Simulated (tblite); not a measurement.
A geometry optimisation, step by step.

C2H13NOSi3.
Numbering: `[CH3:1][CH2:2][O:3][SiH2:4][N:5]([SiH3:6])[SiH3:7]` (hydrogens: H8, H9, H10 on C1; H11, H12 on C2; H13, H14 on Si4; H15, H16, H17 on Si6; H18, H19, H20 on Si7)

Computed with GFN2-xTB (tblite), gas phase: L-BFGS steps from a force-field or distance-geometry start until the largest atomic force falls under 0.01 eV/Å. 5 of its 168 geometries are shown.

Step 0: E = -631.0647 eV, largest atomic force 2.876 eV/Å
```
atom  x, y, z in Å  |  force x, y, z in eV/Å
C1      3.193    0.645   -0.197    0.761   0.858   0.437
C2      2.216   -0.500   -0.051    1.432  -0.974   0.041
O3      0.954    0.004   -0.173   -2.302  -1.686   0.362
Si4    -0.289   -1.170   -0.034    0.263   1.365  -0.220
N5     -1.842   -0.398   -0.403    0.726   0.605   0.799
Si6    -1.659    1.095   -1.366    0.567  -0.138   0.184
Si7    -2.910   -0.213    0.984   -0.312  -0.537  -0.199
H8      3.124    1.038   -1.218    0.058  -0.071   0.274
H9      2.933    1.482    0.498    0.175  -0.744  -0.479
H10     4.247    0.346    0.001   -0.781   0.097  -0.133
H11     2.428   -1.234   -0.878   -0.167   0.296   0.580
H12     2.354   -1.071    0.919   -0.062   0.598  -0.725
H13    -0.047   -2.191   -1.052   -0.043  -0.034  -0.015
H14    -0.245   -1.712    1.338    0.005   0.106  -0.285
H15    -2.591    2.168   -0.957    0.140  -0.319  -0.057
H16    -1.813    0.723   -2.763   -0.244  -0.133  -0.185
H17    -0.245    1.507   -1.206   -0.633   0.327  -0.120
H18    -2.540    0.858    1.888    0.180   0.224   0.206
H19    -3.022   -1.460    1.776    0.193   0.173  -0.305
H20    -4.250    0.094    0.481    0.045  -0.013  -0.161
```

Step 42: E = -631.7335 eV, largest atomic force 0.035 eV/Å
```
atom  x, y, z in Å  |  force x, y, z in eV/Å
C1      3.222    0.657   -0.209    0.000   0.007  -0.008
C2      2.347   -0.580   -0.057    0.011   0.023  -0.003
O3      1.002   -0.209   -0.164    0.019  -0.013   0.025
Si4    -0.297   -1.152    0.004   -0.001   0.000   0.007
N5     -1.631   -0.052   -0.095   -0.019   0.004  -0.012
Si6    -1.613    1.141   -1.366   -0.005   0.006  -0.018
Si7    -2.950   -0.157    1.032   -0.008   0.009   0.006
H8      3.080    1.096   -1.193   -0.010  -0.012  -0.013
H9      2.942    1.395    0.538    0.011  -0.010   0.009
H10     4.269    0.398   -0.082   -0.010  -0.017  -0.002
H11     2.584   -1.321   -0.830    0.002   0.023   0.012
H12     2.523   -1.048    0.921   -0.021  -0.006  -0.027
H13    -0.364   -2.142   -1.078    0.006  -0.013  -0.009
H14    -0.297   -1.828    1.299    0.010  -0.002   0.029
H15    -2.705    2.074   -1.084    0.007  -0.006   0.001
H16    -1.844    0.463   -2.648    0.011  -0.004   0.003
H17    -0.339    1.855   -1.395   -0.004   0.024   0.002
H18    -2.768    0.832    2.102   -0.009  -0.021  -0.004
H19    -2.969   -1.512    1.581    0.001   0.005  -0.002
H20    -4.197    0.102    0.312    0.008   0.001   0.002
```

Step 84: E = -631.7635 eV, largest atomic force 0.095 eV/Å
```
atom  x, y, z in Å  |  force x, y, z in eV/Å
C1      3.276    0.594   -0.340   -0.002   0.042   0.030
C2      2.325   -0.586   -0.195    0.003   0.019  -0.026
O3      1.008   -0.133   -0.054   -0.044  -0.001  -0.014
Si4    -0.293   -1.020    0.315    0.033   0.001   0.011
N5     -1.657   -0.023   -0.067   -0.030   0.012   0.071
Si6    -1.534    1.177   -1.328   -0.042  -0.031  -0.020
Si7    -3.064   -0.232    0.933   -0.004  -0.005  -0.021
H8      2.933    1.253   -1.136    0.016  -0.055   0.024
H9      3.316    1.162    0.587   -0.028  -0.018  -0.058
H10     4.276    0.233   -0.576   -0.055   0.029   0.008
H11     2.380   -1.227   -1.082    0.021  -0.025  -0.031
H12     2.618   -1.193    0.671   -0.094   0.002   0.012
H13    -0.355   -2.248   -0.493    0.025   0.008   0.027
H14    -0.289   -1.354    1.742    0.046  -0.009  -0.038
H15    -2.897    1.683   -1.540    0.077  -0.025  -0.002
H16    -1.047    0.528   -2.554    0.008   0.049   0.078
H17    -0.662    2.278   -0.914    0.020  -0.010  -0.021
H18    -2.904    0.497    2.195    0.019   0.004   0.024
H19    -3.208   -1.663    1.209   -0.006   0.036  -0.033
H20    -4.227    0.284    0.215    0.037  -0.024  -0.021
```

Step 125: E = -631.8064 eV, largest atomic force 0.026 eV/Å
```
atom  x, y, z in Å  |  force x, y, z in eV/Å
C1      3.140    0.619   -0.392   -0.001   0.002   0.002
C2      2.280   -0.634   -0.332   -0.003   0.000  -0.005
O3      0.929   -0.280   -0.348   -0.003  -0.003  -0.004
Si4    -0.289   -1.038    0.392   -0.003   0.002   0.000
N5     -1.630   -0.036   -0.035    0.007  -0.017   0.003
Si6    -1.391    1.210   -1.238   -0.017  -0.016   0.012
Si7    -3.074   -0.263    0.898    0.003  -0.020  -0.012
H8      2.933    1.167   -1.307   -0.008  -0.002  -0.013
H9      2.909    1.264    0.452    0.004  -0.008   0.019
H10     4.193    0.353   -0.361    0.015  -0.003  -0.007
H11     2.482   -1.276   -1.199    0.008  -0.005   0.002
H12     2.508   -1.211    0.572   -0.001   0.015  -0.002
H13    -0.469   -2.402   -0.122   -0.001   0.010   0.012
H14    -0.065   -1.085    1.840   -0.003   0.006   0.006
H15    -2.733    1.673   -1.597   -0.004   0.008   0.016
H16    -0.738    0.641   -2.416   -0.007   0.004   0.001
H17    -0.612    2.315   -0.674    0.010   0.009  -0.009
H18    -2.913    0.329    2.231   -0.003   0.003   0.000
H19    -3.290   -1.704    1.040    0.002   0.006  -0.011
H20    -4.178    0.369    0.183    0.004   0.010  -0.009
```

Step 167: E = -631.8177 eV, largest atomic force 0.010 eV/Å
```
atom  x, y, z in Å  |  force x, y, z in eV/Å
C1      3.117    0.597   -0.444   -0.003  -0.001   0.002
C2      2.277   -0.671   -0.374   -0.005  -0.004   0.003
O3      0.919   -0.345   -0.406    0.001   0.002  -0.001
Si4    -0.256   -0.929    0.533    0.000  -0.005   0.001
N5     -1.613   -0.006    0.000    0.005  -0.003   0.003
Si6    -1.357    1.247   -1.191   -0.002   0.004   0.002
Si7    -3.114   -0.362    0.791   -0.007  -0.007   0.002
H8      2.864    1.154   -1.342    0.007  -0.003   0.001
H9      2.912    1.223    0.420    0.001  -0.003   0.000
H10     4.174    0.346   -0.461   -0.006   0.004  -0.003
H11     2.496   -1.318   -1.233   -0.001   0.007   0.001
H12     2.512   -1.230    0.538    0.002   0.000   0.000
H13    -0.466   -2.363    0.303    0.001   0.003  -0.001
H14     0.037   -0.703    1.954    0.001   0.002  -0.001
H15    -2.671    1.859   -1.401    0.004   0.000  -0.008
H16    -0.871    0.659   -2.440   -0.001   0.003   0.004
H17    -0.424    2.252   -0.675    0.000  -0.001  -0.008
H18    -3.042    0.061    2.193    0.002   0.002   0.001
H19    -3.329   -1.810    0.745    0.001  -0.003  -0.003
H20    -4.171    0.348    0.080    0.002   0.004   0.004
```

Problem. Summarise the path.

Solution. The energy falls by 17.36 kcal/mol from step 0 to step 167; nine tenths of that is first reached at step 61. It falls at every step. The largest force goes from 2.876 to 0.010 eV/Å. Among the bonds O3–Si4 changes most, from 1.716 to 1.614 Å; the atoms move by 0.716 Å rms after alignment.

Problem. Follow the three bonds and two angles with the largest change from start to end.

Solution. 
```tsv
step	E above end (kcal/mol)	largest force (eV/Å)	O3–Si4 (Å)	Si4–N5 (Å)	N5–Si6 (Å)	C2–O3–Si4 (°)	Si6–N5–Si7 (°)
0	17.36	2.876	1.716	1.772	1.786	114.2	113.5
7	5.99	0.420	1.619	1.731	1.748	123.0	121.0
15	2.72	0.173	1.613	1.730	1.746	126.4	120.2
22	2.16	0.065	1.613	1.733	1.746	127.5	120.7
29	2.01	0.053	1.613	1.733	1.744	128.1	121.3
36	1.97	0.036	1.614	1.733	1.745	128.1	121.3
44	1.93	0.035	1.614	1.732	1.743	127.7	121.6
51	1.89	0.050	1.615	1.732	1.744	127.3	122.0
58	1.79	0.098	1.616	1.733	1.747	125.6	122.4
65	1.64	0.045	1.615	1.731	1.747	124.7	123.1
73	1.52	0.046	1.615	1.730	1.744	124.7	123.0
80	1.39	0.088	1.616	1.731	1.743	125.6	123.8
87	1.13	0.103	1.616	1.733	1.745	127.7	123.6
94	0.71	0.096	1.616	1.729	1.748	126.4	123.9
102	0.48	0.059	1.612	1.726	1.748	126.7	124.0
109	0.42	0.042	1.614	1.727	1.747	126.4	124.2
116	0.31	0.045	1.613	1.729	1.748	127.7	124.8
123	0.27	0.030	1.614	1.727	1.748	127.3	125.1
131	0.24	0.037	1.614	1.726	1.747	127.5	125.0
138	0.18	0.059	1.614	1.726	1.749	127.6	124.8
145	0.11	0.049	1.615	1.726	1.749	127.4	124.6
152	0.06	0.048	1.615	1.728	1.748	127.8	125.0
160	0.01	0.016	1.614	1.726	1.748	127.4	125.7
167	0.00	0.010	1.614	1.726	1.748	127.6	125.8
```

What follows is the cost of the whole relaxation. On one thread, Arm Neoverse N1 (aarch64), shared host, this took 2.6 s wall.
